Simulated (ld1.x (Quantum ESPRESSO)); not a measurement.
**u(r) = r·R(r): atom against pseudo-atom (Au (Z = 79))**

Columns: radius, all-electron u(r) and pseudo u(r) of the 6s shell (level -5.80 eV) of gold in the configuration [Xe] 4f14 5d10 6s1 6p0; Wu–Cohen, scalar-relativistic, TM scheme, ld1.x (Quantum ESPRESSO) 7.5.

| r (bohr) | all-electron | pseudo |
| --- | --- | --- |
| 0.130 | 0.1370 | -0.0137 |
| 0.260 | -0.1412 | -0.0283 |
| 0.390 | -0.1383 | -0.0451 |
| 0.520 | 0.1059 | -0.0651 |
| 0.650 | 0.2770 | -0.0897 |
| 0.780 | 0.3030 | -0.1205 |
| 0.910 | 0.2210 | -0.1588 |
| 1.040 | 0.0834 | -0.2058 |
| 1.170 | -0.0700 | -0.2620 |
| 1.300 | -0.2157 | -0.3264 |
| 1.430 | -0.3423 | -0.3961 |
| 1.560 | -0.4457 | -0.4666 |
| 1.690 | -0.5260 | -0.5318 |
| 1.820 | -0.5854 | -0.5862 |
| 1.950 | -0.6264 | -0.6265 |
| 2.080 | -0.6520 | -0.6520 |
| 2.210 | -0.6650 | -0.6650 |
| 2.340 | -0.6675 | -0.6675 |
| 2.470 | -0.6620 | -0.6620 |
| 2.600 | -0.6499 | -0.6499 |
| 2.730 | -0.6328 | -0.6328 |
| 2.860 | -0.6119 | -0.6119 |
| 2.990 | -0.5883 | -0.5883 |
| 3.120 | -0.5627 | -0.5627 |
| 3.250 | -0.5360 | -0.5360 |
| 3.380 | -0.5086 | -0.5086 |

Problem. How many radial nodes do the two functions have?

Solution. The all-electron 6s function has n − l − 1 = 5 (the table is too coarse to show those close to the nucleus); the pseudo-wave has 0, since the states of the same l below it are removed with the core.

Problem. At about which radius was the pseudo-wave matched?

Solution. 2.10 bohr. The columns agree to 0.0005 from 1.95 bohr on; several derivatives are matched, so the curves merge somewhat inside the radius.

Problem. Where does each function peak?

Solution. Outermost all-electron maximum near 2.34 bohr, pseudo maximum near 2.34 bohr (to the table’s step).

Problem. Is the pseudo-wave norm-conserving?

Solution. Yes: the TM scheme keeps the norm inside the radius equal to the all-electron one, which fixes the energy derivative of the logarithmic derivative at the level.
